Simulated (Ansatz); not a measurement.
A geometry relaxed with B3LYP-D3(BJ)/def2-TZVP run with Ansatz (a first-principles code), charge 0, multiplicity 1:

```xyz
10

O      2.0599     1.5917     1.0834
H     -2.6144    -1.1021     0.3434
Si     0.5171    -0.6889     0.7262
H      0.6058    -0.9590     2.1782
H      0.9137    -1.8896    -0.0519
C      1.7326     0.7448     0.2869
H      2.1150     0.8017    -0.7606
H     -2.0368     1.1844     0.8791
H     -1.6510     0.3276    -1.3454
Si    -1.6418    -0.0106     0.0983
```

Q: Write the SMILES of this molecule.

A: `O=C[SiH2][SiH3]`
